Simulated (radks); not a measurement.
Au+, 78 electrons, occupied as [Xe] 4f14 5d10. Calculated with a radial shooting solver on a logarithmic mesh with Libxc functionals: scalar-relativistic Kohn-Sham, exchange-only PBE, spin-polarised, spherical densities, point nucleus.

Radial electron density D(r) = 4 pi r^2 rho(r):

```
   r/bohr * D(r) (the largest magnitude, 148, reaches the edge; | marks zero)
0.0006354 | *
0.0007338 | *
0.0008475 |  *
0.0009788 |   *
  0.00113 |    *
 0.001305 |     *
 0.001508 |      *
 0.001741 |        *
 0.002011 |         *
 0.002322 |           *
 0.002682 |              *
 0.003097 |                 *
 0.003577 |                    *
 0.004131 |                       *
 0.004771 |                          *
  0.00551 |                              *
 0.006363 |                                 *
 0.007349 |                                    *
 0.008487 |                                      *
 0.009802 |                                       *
  0.01132 |                                        *
  0.01307 |                                       *
   0.0151 |                                      *
  0.01744 |                                     *
  0.02014 |                                   *
  0.02326 |                                   *
  0.02686 |                                     *
  0.03102 |                                         *
  0.03582 |                                             *
  0.04137 |                                                  *
  0.04778 |                                                      *
  0.05518 |                                                      *
  0.06372 |                                                   *
  0.07359 |                                              *
  0.08499 |                                           *
  0.09815 |                                          *
   0.1134 |                                             *
   0.1309 |                                                 *
   0.1512 |                                                  *
   0.1746 |                                             *
   0.2017 |                                     *
   0.2329 |                             *
    0.269 |                           *
   0.3106 |                             *
   0.3587 |                                *
   0.4143 |                               *
   0.4784 |                          *
   0.5525 |                   *
   0.6381 |             *
    0.737 |         *
   0.8511 |        *
   0.9829 |       *
    1.135 |     *
    1.311 |    *
    1.514 |   *
    1.749 | *
    2.019 |*
    2.332 |*
    2.693 *
    3.111 *
    3.592 *
    4.149 *
    4.791 *
    5.533 *
```

D(r) has 4 maxima, at r = 0.0112, 0.0522, 0.144, 0.376 bohr, and minima at 0.0218, 0.0928, 0.267 bohr, inside which lie 1.89, 10.98, 30.06 electrons.
